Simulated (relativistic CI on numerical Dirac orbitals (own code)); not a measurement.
Ni+ in a cubic cluster: 3s photoemission with charge transfer

Computed with a charge-transfer multiplet model of a cubic metal-ligand cluster with up to one ligand hole, Slater and spin-orbit integrals from Dirac-Coulomb-Breit ions, Slater integrals scaled by 0.9. The ground state mixes d9 with configurations of k ligand holes L, whose averages lie at kΔ + k(k − 1)U_dd/2; a core hole lowers each added d electron by U_cd. 300 K, Lorentzian 1.4 eV and Gaussian 0.8 eV FWHM.

Atomic integrals in eV (Slater integrals scaled, ζ unscaled), ground: F2dd 10.953, F4dd 6.797, zeta_d 0.072; with the core hole: F2dd 10.953, F4dd 6.797, zeta_d 0.082, G2cd 11.501.

Cluster parameters (eV): U_dd = 7, U_cd = 7.9, 10Dq = 0.7, 10Dq(ligand) = 0.7, V(eg) = 2.25, V(t2g) = -1.14, final-state hopping factor = 1.

| Case | n_d | d9 | d10L | S |
| --- | --- | --- | --- | --- |
| Δ = 0 eV | 9.50 | 0.50 | 0.50 | 0.50 |
| Δ = 1 eV | 9.39 | 0.61 | 0.39 | 0.50 |
| Δ = 3 eV | 9.22 | 0.78 | 0.22 | 0.50 |
| Δ = 4 eV | 9.17 | 0.83 | 0.17 | 0.50 |
| Δ = 5 eV | 9.13 | 0.87 | 0.13 | 0.50 |

Weights, n_d and S are thermal averages at 300 K. Binding energies count from the first peak over 30 % of the highest in each spectrum, which can be another peak from case to case. The parameters are a model scan and need not match a compound or its usual spin state. Peaks in eV (height, largest 100):
- Δ = 0 eV: 0.0 (100), 8.0 (24), 12.3 (12)
- Δ = 1 eV: 0.0 (100), 7.2 (33), 11.5 (16)
- Δ = 3 eV: 0.0 (100), 5.8 (49), 9.9 (26)
- Δ = 4 eV: 0.0 (100), 5.2 (50), 9.1 (28)
- Δ = 5 eV: 0.0 (100), 4.8 (46), 8.5 (29)

For the case Δ = 3 eV, Δ = 3 eV is smaller than U_dd = 7 eV, the charge-transfer side of the Zaanen-Sawatzky-Allen scheme. With the core hole the configuration with one ligand hole lies at Δ − U_cd = -7.9, -6.9, -4.9, -3.9, -2.9 eV from the one without, in the order of the table; where this is negative the screened configuration lies lower.

Without intra-shell correlation the exchange splitting of the 3s hole comes out too large.
